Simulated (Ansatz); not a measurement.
A short molecular-dynamics run on C4H9BF2 (`CC(C)CB(F)F`).

```yaml
crystal:
  periodic: [false, false, false]
  atoms:
    - {symbol: C, position_ang: [1.204027, 0.563313, 0.738986]}
    - {symbol: C, position_ang: [0.367676, -0.327598, -0.169177]}
    - {symbol: C, position_ang: [0.390435, -1.768697, 0.317928]}
    - {symbol: C, position_ang: [-1.065956, 0.192104, -0.273582]}
    - {symbol: B, position_ang: [-1.253859, 1.576534, -0.964257]}
    - {symbol: F, position_ang: [-2.364626, 2.281256, -0.816619]}
    - {symbol: F, position_ang: [-0.341175, 2.106673, -1.763721]}
    - {symbol: H, position_ang: [2.233627, 0.203579, 0.804685]}
    - {symbol: H, position_ang: [0.791613, 0.574825, 1.753216]}
    - {symbol: H, position_ang: [1.237131, 1.593924, 0.376536]}
    - {symbol: H, position_ang: [0.811535, -0.298951, -1.171536]}
    - {symbol: H, position_ang: [-0.051033, -1.846251, 1.316743]}
    - {symbol: H, position_ang: [1.412495, -2.151406, 0.376262]}
    - {symbol: H, position_ang: [-0.176861, -2.424405, -0.347720]}
    - {symbol: H, position_ang: [-1.537888, 0.218902, 0.716505]}
    - {symbol: H, position_ang: [-1.679940, -0.516504, -0.850047]}
basis:
  gaussian: {orbitals: "6-31G*"}
hamiltonian: {xc: {name: revPBE}, dispersion: d4}
md: {timestep: 0.5 fs, n_steps: 50, ensemble: nve, temperature: 300, initial_velocities: maxwell_boltzmann, seed: 681}
```

```sh
$ ansatz run in.yaml --threads 8 --pin off --events-out ev --progress --plain --max-ram 18278MiB
```

```csv
step,time (fs),potential energy (eV),kinetic (eV),T (K),conserved (eV)
0,0.0,-10405.9836,0.5429,300,-10405.4408
1,0.5,-10405.9890,0.5482,303,-10405.4408
2,1.0,-10405.9730,0.5325,294,-10405.4405
3,1.5,-10405.9394,0.4993,276,-10405.4401
4,2.0,-10405.8947,0.4551,251,-10405.4396
5,2.5,-10405.8467,0.4076,225,-10405.4391
6,3.0,-10405.8027,0.3639,201,-10405.4388
7,3.5,-10405.7684,0.3298,182,-10405.4386
8,4.0,-10405.7473,0.3088,171,-10405.4385
9,4.5,-10405.7402,0.3016,167,-10405.4387
10,5.0,-10405.7450,0.3060,169,-10405.4390
11,5.5,-10405.7568,0.3174,175,-10405.4394
12,6.0,-10405.7690,0.3292,182,-10405.4398
13,6.5,-10405.7753,0.3351,185,-10405.4401
14,7.0,-10405.7711,0.3309,183,-10405.4402
15,7.5,-10405.7567,0.3168,175,-10405.4398
16,8.0,-10405.7377,0.2985,165,-10405.4392
17,8.5,-10405.7241,0.2856,158,-10405.4386
18,9.0,-10405.7254,0.2871,159,-10405.4383
19,9.5,-10405.7459,0.3073,170,-10405.4385
20,10.0,-10405.7819,0.3427,189,-10405.4392
21,10.5,-10405.8232,0.3832,212,-10405.4400
22,11.0,-10405.8577,0.4172,231,-10405.4405
23,11.5,-10405.8760,0.4352,241,-10405.4408
24,12.0,-10405.8740,0.4334,239,-10405.4406
25,12.5,-10405.8532,0.4129,228,-10405.4403
26,13.0,-10405.8189,0.3791,209,-10405.4398
27,13.5,-10405.7786,0.3393,187,-10405.4393
28,14.0,-10405.7398,0.3009,166,-10405.4389
29,14.5,-10405.7087,0.2701,149,-10405.4387
30,15.0,-10405.6896,0.2510,139,-10405.4386
31,15.5,-10405.6838,0.2451,135,-10405.4387
32,16.0,-10405.6897,0.2507,139,-10405.4390
33,16.5,-10405.7029,0.2636,146,-10405.4394
34,17.0,-10405.7171,0.2773,153,-10405.4398
35,17.5,-10405.7252,0.2850,158,-10405.4402
36,18.0,-10405.7217,0.2813,155,-10405.4403
37,18.5,-10405.7049,0.2648,146,-10405.4401
38,19.0,-10405.6789,0.2394,132,-10405.4395
39,19.5,-10405.6532,0.2144,118,-10405.4388
40,20.0,-10405.6390,0.2007,111,-10405.4383
41,20.5,-10405.6443,0.2061,114,-10405.4382
42,21.0,-10405.6697,0.2310,128,-10405.4387
43,21.5,-10405.7078,0.2683,148,-10405.4395
44,22.0,-10405.7469,0.3068,170,-10405.4402
45,22.5,-10405.7760,0.3354,185,-10405.4406
46,23.0,-10405.7883,0.3477,192,-10405.4406
47,23.5,-10405.7825,0.3422,189,-10405.4404
48,24.0,-10405.7620,0.3220,178,-10405.4400
49,24.5,-10405.7328,0.2933,162,-10405.4395
50,25.0,-10405.7021,0.2630,145,-10405.4391
```

Velocities are drawn at the set temperature; a run this short doesn't reach equilibrium.

Frames (Å, forces in eV/Å):

```xyz
16
time=0.0 fs
C     1.204    0.563    0.739    0.068    0.092    0.053
C     0.368   -0.328   -0.169    0.006    0.017   -0.100
C     0.390   -1.769    0.318    0.015   -0.102    0.033
C    -1.066    0.192   -0.274   -0.114    0.017   -0.019
B    -1.254    1.577   -0.964    0.069   -0.378    0.241
F    -2.365    2.281   -0.817   -0.856    0.484    0.155
F    -0.341    2.107   -1.764    0.757    0.322   -0.576
H     2.234    0.204    0.805    0.368   -0.125    0.035
H     0.792    0.575    1.753   -0.132    0.013    0.347
H     1.237    1.594    0.377   -0.004    0.347   -0.130
H     0.812   -0.299   -1.172    0.147    0.015   -0.340
H    -0.051   -1.846    1.317   -0.150   -0.037    0.341
H     1.412   -2.151    0.376    0.363   -0.151    0.028
H    -0.177   -2.424   -0.348   -0.201   -0.241   -0.229
H    -1.538    0.219    0.717   -0.144   -0.019    0.326
H    -1.680   -0.517   -0.850   -0.191   -0.254   -0.165
16
time=2.5 fs
C     1.205    0.560    0.738    1.243    0.930    0.635
C     0.388   -0.332   -0.160   -0.607    0.190   -1.539
C     0.374   -1.777    0.312    0.743   -0.284    0.106
C    -1.057    0.194   -0.271   -0.788    0.345    1.573
B    -1.262    1.579   -0.962    0.649   -0.143   -0.128
F    -2.377    2.278   -0.813   -0.679    0.435    0.078
F    -0.333    2.110   -1.774    0.108    0.078   -0.097
H     2.258    0.198    0.881   -0.482    0.097   -0.178
H     0.772    0.632    1.749   -0.174   -0.252    0.170
H     1.276    1.630    0.410   -0.086   -0.594   -0.237
H     0.797   -0.310   -1.219   -0.077    0.069    0.771
H    -0.030   -1.778    1.345    0.076   -0.442   -0.111
H     1.425   -2.155    0.300   -0.366   -0.053    0.323
H    -0.206   -2.455   -0.349   -0.089    0.267    0.228
H    -1.609    0.241    0.765    0.913   -0.233   -1.400
H    -1.643   -0.512   -0.866   -0.385   -0.410   -0.195
16
time=5.0 fs
C     1.211    0.561    0.741    1.217    1.050    1.414
C     0.406   -0.336   -0.158   -1.302    0.279   -1.622
C     0.361   -1.787    0.308    1.039   -0.083    0.334
C    -1.052    0.198   -0.262   -0.944   -0.054    0.651
B    -1.266    1.581   -0.961    0.879    0.109   -0.428
F    -2.392    2.276   -0.808   -0.311    0.281   -0.017
F    -0.324    2.114   -1.785   -0.434   -0.130    0.312
H     2.257    0.197    0.946   -0.563    0.070   -0.292
H     0.743    0.674    1.753    0.005   -0.424   -0.324
H     1.311    1.635    0.428   -0.117   -0.684   -0.427
H     0.779   -0.318   -1.227    0.090    0.122    0.756
H    -0.004   -1.735    1.367    0.195   -0.715   -0.482
H     1.419   -2.163    0.243   -0.550   -0.110    0.517
H    -0.241   -2.472   -0.338   -0.053    0.492    0.392
H    -1.630    0.249    0.741    0.894   -0.334   -1.021
H    -1.626   -0.528   -0.891   -0.044    0.130    0.237
16
time=7.5 fs
C     1.223    0.567    0.750    0.070    0.254    1.308
C     0.417   -0.338   -0.163   -1.794    0.348   -0.222
C     0.354   -1.798    0.304    0.909    0.595    0.338
C    -1.051    0.202   -0.250    0.238   -0.346   -1.950
B    -1.266    1.583   -0.962    0.742    0.308   -0.536
F    -2.408    2.275   -0.804    0.190    0.065   -0.130
F    -0.316    2.118   -1.795   -0.788   -0.259    0.578
H     2.228    0.199    0.996    0.252   -0.240   -0.160
H     0.713    0.691    1.741    0.055   -0.354   -0.313
H     1.339    1.604    0.420   -0.030    0.140   -0.635
H     0.768   -0.318   -1.195    0.520    0.147   -0.387
H     0.031   -1.734    1.364    0.026   -0.700   -0.132
H     1.384   -2.179    0.216    0.068   -0.379    0.447
H    -0.280   -2.461   -0.307   -0.256    0.238    0.100
H    -1.604    0.239    0.665   -0.324   -0.270    1.286
H    -1.612   -0.537   -0.903    0.121    0.452    0.407
16
time=10.0 fs
C     1.236    0.574    0.765   -0.621   -0.399    0.289
C     0.419   -0.339   -0.170   -1.486    0.339    0.719
C     0.351   -1.805    0.303    0.681    0.929    0.042
C    -1.049    0.204   -0.247    0.873   -0.026   -2.245
B    -1.262    1.588   -0.965    0.327    0.467   -0.372
F    -2.424    2.274   -0.801    0.720   -0.159   -0.263
F    -0.311    2.120   -1.804   -0.951   -0.296    0.690
H     2.211    0.188    1.036    0.677   -0.367   -0.049
H     0.686    0.689    1.712   -0.088   -0.048    0.191
H     1.365    1.579    0.377    0.050    0.464   -0.467
H     0.787   -0.309   -1.182    0.570    0.099   -0.792
H     0.068   -1.773    1.354   -0.214   -0.412    0.487
H     1.352   -2.217    0.214    0.516   -0.514    0.159
H    -0.334   -2.436   -0.269   -0.302   -0.020   -0.178
H    -1.593    0.212    0.658   -0.591   -0.170    1.745
H    -1.594   -0.523   -0.894   -0.159    0.113    0.044
16
time=12.5 fs
C     1.246    0.580    0.782   -0.149   -0.396   -0.719
C     0.414   -0.338   -0.174   -0.265    0.255    0.133
C     0.351   -1.808    0.301    0.546    0.268    0.134
C    -1.044    0.206   -0.254   -0.066    0.333    0.501
B    -1.256    1.594   -0.971   -0.183    0.530   -0.041
F    -2.437    2.273   -0.798    1.160   -0.330   -0.388
F    -0.309    2.122   -1.810   -0.954   -0.241    0.661
H     2.229    0.157    1.071   -0.092    0.023   -0.226
H     0.654    0.684    1.694   -0.056    0.259    0.432
H     1.394    1.576    0.308   -0.009   -0.267    0.263
H     0.836   -0.295   -1.209   -0.061   -0.038    0.380
H     0.093   -1.837    1.369   -0.190   -0.010    0.230
H     1.345   -2.283    0.221   -0.054   -0.126   -0.129
H    -0.403   -2.411   -0.239    0.168    0.086   -0.091
H    -1.609    0.176    0.738    0.725    0.040   -0.773
H    -1.585   -0.503   -0.882   -0.519   -0.384   -0.367
16
time=15.0 fs
C     1.255    0.583    0.796   -0.234   -0.499   -0.894
C     0.408   -0.336   -0.177    0.743    0.089    0.010
C     0.354   -1.810    0.301    0.199   -0.522    0.610
C    -1.038    0.209   -0.259   -0.585   -0.029    1.001
B    -1.251    1.604   -0.977   -0.590    0.358    0.307
F    -2.446    2.270   -0.796    1.406   -0.386   -0.473
F    -0.310    2.123   -1.814   -0.840   -0.115    0.530
H     2.242    0.127    1.093   -0.636    0.318   -0.313
H     0.621    0.694    1.698    0.381    0.366    0.026
H     1.422    1.560    0.254   -0.047   -0.525    0.767
H     0.882   -0.284   -1.216   -0.499   -0.145    0.918
H     0.108   -1.901    1.395   -0.026    0.399   -0.465
H     1.336   -2.356    0.222   -0.570    0.368   -0.328
H    -0.462   -2.380   -0.216    0.605    0.160    0.002
H    -1.587    0.142    0.782    0.944    0.264   -1.594
H    -1.605   -0.502   -0.889   -0.252   -0.102   -0.104
16
time=17.5 fs
C     1.263    0.584    0.805   -1.130   -0.867   -0.693
C     0.405   -0.333   -0.179    0.942   -0.151    0.871
C     0.358   -1.814    0.303   -0.275   -0.423    0.662
C    -1.035    0.212   -0.261   -0.266   -0.368   -0.638
B    -1.249    1.615   -0.982   -0.755   -0.048    0.593
F    -2.451    2.267   -0.796    1.411   -0.304   -0.505
F    -0.313    2.124   -1.816   -0.676    0.043    0.357
H     2.222    0.113    1.099   -0.197    0.103   -0.096
H     0.610    0.724    1.704    0.635    0.308   -0.250
H     1.448    1.517    0.242    0.058    0.182    0.532
H     0.902   -0.280   -1.175   -0.281   -0.147    0.147
H     0.120   -1.942    1.397    0.020    0.613   -0.437
H     1.297   -2.409    0.203   -0.227    0.421   -0.430
H    -0.488   -2.342   -0.193    0.450   -0.069   -0.162
H    -1.514    0.124    0.741    0.036    0.312   -0.255
H    -1.638   -0.506   -0.901    0.257    0.396    0.305
16
time=20.0 fs
C     1.265    0.581    0.810   -1.667   -1.019   -0.794
C     0.407   -0.331   -0.177    0.560   -0.330    1.851
C     0.360   -1.820    0.309   -0.593    0.354    0.070
C    -1.033    0.214   -0.266    0.766   -0.026   -2.618
B    -1.251    1.626   -0.983   -0.606   -0.493    0.741
F    -2.451    2.262   -0.797    1.181   -0.118   -0.481
F    -0.319    2.125   -1.817   -0.536    0.189    0.210
H     2.193    0.105    1.099    0.546   -0.316    0.200
H     0.634    0.773    1.699    0.324    0.189    0.057
H     1.478    1.485    0.261    0.200    0.894   -0.001
H     0.907   -0.285   -1.127    0.274   -0.083   -1.020
H     0.133   -1.948    1.377   -0.048    0.503    0.328
H     1.247   -2.439    0.159    0.525    0.127   -0.412
H    -0.489   -2.308   -0.181   -0.087   -0.363   -0.383
H    -1.442    0.122    0.692   -1.164    0.193    2.001
H    -1.658   -0.489   -0.897    0.325    0.299    0.252
16
time=22.5 fs
C     1.259    0.572    0.812   -0.538   -0.387   -1.112
C     0.412   -0.331   -0.167    0.626   -0.305    0.949
C     0.360   -1.824    0.314   -0.554    0.489   -0.629
C    -1.028    0.216   -0.281    0.464    0.408   -0.071
B    -1.256    1.635   -0.980   -0.167   -0.785    0.641
F    -2.448    2.258   -0.800    0.768    0.116   -0.393
F    -0.326    2.126   -1.818   -0.459    0.301    0.137
H     2.190    0.081    1.108    0.215   -0.159    0.116
H     0.677    0.833    1.697   -0.143    0.008    0.426
H     1.518    1.499    0.282    0.062    0.245    0.052
H     0.924   -0.295   -1.131    0.036   -0.058   -0.455
H     0.144   -1.925    1.375   -0.015    0.204    0.653
H     1.223   -2.459    0.091    0.508    0.228   -0.101
H    -0.493   -2.294   -0.189   -0.196   -0.299   -0.207
H    -1.428    0.135    0.737   -0.515    0.337    0.176
H    -1.661   -0.458   -0.880   -0.092   -0.341   -0.182
16
time=25.0 fs
C     1.251    0.562    0.808    0.813    0.512   -0.441
C     0.420   -0.332   -0.152    0.557   -0.223   -0.622
C     0.357   -1.827    0.317   -0.430    0.043   -0.630
C    -1.021    0.219   -0.298   -0.084    0.510    2.150
B    -1.263    1.639   -0.973    0.410   -0.940    0.312
F    -2.443    2.253   -0.804    0.258    0.353   -0.254
F    -0.335    2.129   -1.818   -0.421    0.358    0.137
H     2.198    0.048    1.124   -0.507    0.247   -0.136
H     0.713    0.892    1.717   -0.170   -0.391    0.031
H     1.561    1.527    0.307   -0.209   -0.681    0.159
H     0.942   -0.309   -1.160   -0.446   -0.013    0.681
H     0.155   -1.889    1.405    0.181   -0.099   -0.145
H     1.228   -2.464    0.019   -0.072    0.596    0.432
H    -0.506   -2.296   -0.209    0.140    0.006    0.259
H    -1.445    0.166    0.795    0.205    0.310   -1.645
H    -1.669   -0.444   -0.873   -0.224   -0.588   -0.288
```

Run time 49 s (8 threads of an Arm Neoverse V1 on a shared host); peak host memory 0.19 GiB.
